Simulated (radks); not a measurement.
Values are calculated unless marked as measured or tabulated.
Excited configurations of the tantalum ion Ta3+: one electron is placed in a higher orbital outside [Xe] 4f14 5d1. The ground configuration is [Xe] 4f14 5d2. Level of theory: scalar-relativistic Kohn-Sham, SCAN, spin-polarised, spherical densities, finite nucleus; open shells are filled with parallel spins first (spin-orbit coupling, left out, can overturn this in heavy ions); meta-GGA in the generalised Kohn-Sham scheme; Fermi nuclear charge, rms radius 5.3507 fm (a radial shooting solver on a logarithmic mesh with Libxc functionals). Excitation = E - E(ground); binding = E(ion) - E, where the ion is the core of charge +4; n* = 4/sqrt(2 binding) in atomic units, and the quantum defect is n - n*.

\begin{tabular}{lrrrr}
outer orbital & excitation (eV) & binding (eV) & n* & eigenvalue (eV) \\ \hline
5f & 21.209 & 14.343 & 3.896 & -11.992 \\
6s & 2.195 & 33.356 & 2.555 & -29.783 \\
6p & 10.207 & 25.345 & 2.931 & -22.527 \\
6d & 19.033 & 16.519 & 3.630 & -14.422 \\
6f & 26.190 & 9.362 & 4.822 & -8.126 \\
7p & 21.556 & 13.995 & 3.944 & -12.528 \\
7d & 25.417 & 10.134 & 4.635 & -8.999 \\
7f & 29.029 & 6.523 & 5.777 & -5.755 \\
\end{tabular}

The Delta-SCF ionisation energy is 35.552 eV (NIST Atomic Spectra Database: 35 eV, theoretical). Self-interaction in the functional shifts the binding energies and quantum defects, so they are the method's values and not measured ones. Open shells are spherical and high-spin; term and fine-structure splittings are not resolved. Spin-orbit splitting is averaged out at the scalar-relativistic level.
